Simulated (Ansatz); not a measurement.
Reaction (SMILES): CCCCCO → C[CH]CCCO + H atom (the C-H bond at the site shown breaks; other sites are not compared here)
Structures are relaxed separately at B3LYP-D3(BJ)/def2-TZVP in Ansatz (a quantum-chemistry and plane-wave program), one conformer each, not searched for the lowest.

Quantity: bond dissociation energy (electronic energy difference), in kcal/mol. Valence correlation only, unless marked. UHF or UKS for open shells. No spin-orbit coupling. Non-relativistic. Basis-set limits of correlation are two-point, X^-3; Hartree-Fock from the larger set. The bracket is a focal-point correction in the basis named.

RI-MP2/CBS(cc-pVTZ,cc-pVQZ)+[CCSD(T)-MP2]/cc-pVTZ (Ansatz) gives 107.4 kcal/mol.

Question: Another calculation gave 105.9 kcal/mol. Which level was it?
A) wB97M-V/def2-TZVPD (Ansatz)
B) PBE-QIDH/def2-TZVPD (Ansatz)
C) r2SCAN0/def2-TZVPD (Ansatz)
D) SVWN5/def2-TZVPD (Ansatz)

Answer: A, wB97M-V/def2-TZVPD (Ansatz). The others give 100.4 (r2SCAN0), 103.4 (PBE-QIDH), 112.6 (SVWN5) kcal/mol.
